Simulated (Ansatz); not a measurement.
Program: Ansatz 0.2.0.

A structure relaxed at PBE0-D4/def2-TZVP, charge 0, multiplicity 1:

```json
{"atom": "C1", "x (Å)": "1.158", "y (Å)": "-0.225", "z (Å)": "1.028"}
{"atom": "N2", "x (Å)": "-0.028", "y (Å)": "-0.526", "z (Å)": "0.259"}
{"atom": "B3", "x (Å)": "-0.633", "y (Å)": "0.319", "z (Å)": "-0.668"}
{"atom": "F4", "x (Å)": "-0.111", "y (Å)": "1.530", "z (Å)": "-0.906"}
{"atom": "S5", "x (Å)": "-2.137", "y (Å)": "-0.200", "z (Å)": "-1.569"}
{"atom": "H6", "x (Å)": "1.963", "y (Å)": "-0.936", "z (Å)": "0.820"}
{"atom": "H7", "x (Å)": "1.511", "y (Å)": "0.772", "z (Å)": "0.768"}
{"atom": "H8", "x (Å)": "0.954", "y (Å)": "-0.242", "z (Å)": "2.103"}
{"atom": "H9", "x (Å)": "-0.430", "y (Å)": "-1.433", "z (Å)": "0.430"}
{"atom": "H10", "x (Å)": "-2.248", "y (Å)": "0.941", "z (Å)": "-2.265"}
```

(1) Give its formula and SMILES.

(2) Point group (tolerance 0.08 Å, 0.16 Å for H)?

(3) Summarise the bond lengths by kind.

## Answers

(1) CH5BFNS, `CNB(F)S`.

(2) Cs.

(3) 1 × C–N 1.445 Å; 3 × C–H 1.089 to 1.094 Å; 1 × B–N 1.393 Å; 1 × H–N 1.006 Å; 1 × B–F 1.340 Å; 1 × B–S 1.828 Å; 1 × H–S 1.341 Å.
